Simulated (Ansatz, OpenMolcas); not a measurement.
**How basis sets differ on CH6ClNSi (SMILES C[SiH](N)Cl)**

CH6ClNSi: 10 atoms, total charge 0, spin state singlet. As SMILES, `C[SiH](N)Cl`. Geometry: relaxed at PBE0-D4/def2-TZVP. This is one conformer, not always the lowest.

Quantity: the HOMO–LUMO gap, in eV. The values are calculated.

| level | kind | program | value (eV) | CPU time |
| --- | --- | --- | --- | --- |
| HF/ANO-R0 (sfX2C) | Hartree–Fock | OpenMolcas | 16.01 | 2.2 s |
| HF/ANO-RCC-MB (DKH2) | Hartree–Fock | OpenMolcas | 17.10 | 7.3 s |
| HF/ANO-XS-MB (DKH2) | Hartree–Fock | OpenMolcas | 16.92 | 1.5 s |
| HF/STO-3G | Hartree–Fock | Ansatz | 18.94 | 0.33 s |
| HF/3-21G | Hartree–Fock | Ansatz | 16.54 | 0.83 s |
| HF/6-31G* (spherical functions) | Hartree–Fock | Ansatz | 16.05 | 2 s |

The values span 16.01 to 18.94 eV. A Hartree–Fock LUMO above zero doesn't converge with the basis: it sinks as sets grow more diffuse. Orbital gaps aren't excitation energies. Times are those of the runs behind each value, whatever else they computed, on shared processors of several kinds: orders of magnitude only.
